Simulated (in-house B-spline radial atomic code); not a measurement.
Removing one electron from Ho65+

Closed shell 1s2. Computed with an all-electron radial atomic-structure program (B-spline basis): Koopmans values of Dirac-Hartree-Fock plus a diagonal self-energy, in second order or with its direct term screened (direct RPA, with the hole-particle interaction, or full time-dependent Hartree-Fock), linearised in energy; no-pair Dirac-Coulomb Hamiltonian, finite nucleus. Shifts add to the Koopmans value (the ΔSCF shift is orbital relaxation alone); the final value takes TDHF screening with Breit and QED.

Command:
```bash
python run_mb.py task.json out
```
Settings (nuclear radius in fm, box in bohr, cutoff in hartree):
```
basis_form          2
Z                   67
core_configuration  1s2
rms_radius          5.2022
mass_number         165
speed_of_light      137.036
box_radius          2.119
lmax                7
intervals           56
virtual_cutoff      17956.0
```

Cost of the run: 0.3 s on 1 thread of Intel(R) Xeon(R) 6975P-C (shared host).

Energies in eV:

| subshell | Koopmans | ΔSCF shift | second order | direct RPA | hole-particle | TDHF | Breit + QED | final |
| --- | --- | --- | --- | --- | --- | --- | --- | --- |
| 1s1/2 | 63974.49 | -1.903 | ? | ? | ? | ? | ? | ? |

(1) What does the self-energy do to 1s1/2?

Answers

(1) It shifts the removal energy by -0.643 eV in second order, -0.611 with direct RPA, -0.649 with the hole-particle term and -0.656 with TDHF screening (quasi-particle weight 1.000); Breit and QED add -203.967 eV. The final value is 63769.86 eV, against 63772.42 ± 0.11 eV (NIST, tabulated theory). Recoil and two-electron QED terms are left out.
